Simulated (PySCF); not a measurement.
Computed IR spectrum (relative IR intensity) of a molecule C₄H₇BO₂. The structure is a stationary point at PBE-D3(BJ)/def2-SVP. Other conformers were not sampled. All values below come from PBE-D3(BJ)/def2-SVP (PySCF). No scaling factor is applied to the harmonic values.

```tsv
ν (cm⁻¹)	relative intensity
145	2.1
475	5.8
523	16
807	6.4
853	12
872	7.3
962	31
1024	13
1168	9.2
1233	11
1316	20
1344	100
1363	52
1415	61
1432	44
3032	3.4
3087	4.0
3775	18
```

Problem. Which structure fits?
A. OB(O)[C@H]1C=CC1
B. C=C1COCB1O
C. COC1=COB1C
D. C=C=COB(C)O

Solution. D, C=C=COB(C)O
